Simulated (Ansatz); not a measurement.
```yaml
crystal:
  periodic: [false, false, false]
  atoms:
    - {symbol: F, position_ang: [-0.454340, -1.649691, 1.656347]}
    - {symbol: Si, position_ang: [0.242124, -1.056271, 0.351436]}
    - {symbol: S, position_ang: [-0.979817, -0.639132, -1.296453]}
    - {symbol: Ge, position_ang: [-0.021064, 1.151859, -0.196680]}
    - {symbol: H, position_ang: [1.473917, -1.840495, 0.137370]}
    - {symbol: H, position_ang: [-1.105093, 2.030187, 0.434305]}
    - {symbol: H, position_ang: [0.905573, 1.935442, -1.131925]}
basis:
  gaussian: {orbitals: aug-cc-pVDZ}
hamiltonian: {xc: {name: r2SCAN}, dispersion: d4}
scf: {lower_state_search: light}
scf: {max_iter: 3}
```

```sh
$ ansatz run in.yaml --threads 2 --pin off --events-out ev --progress --plain --max-ram 4352MiB
```

(1) How does Ansatz answer? (Best estimate.)

## Answers

(1) Ansatz gave: The input was rejected before any iteration.
```
Error: YAML parse error: error: line 15 column 1: duplicate mapping key: scf, set DuplicateKeyPolicy in Options if acceptable
13 | hamiltonian: {xc: {name: r2SCAN}, dispersion: d4}
14 | scf: {lower_state_search: light}
15 | scf: {max_iter: 3}
```
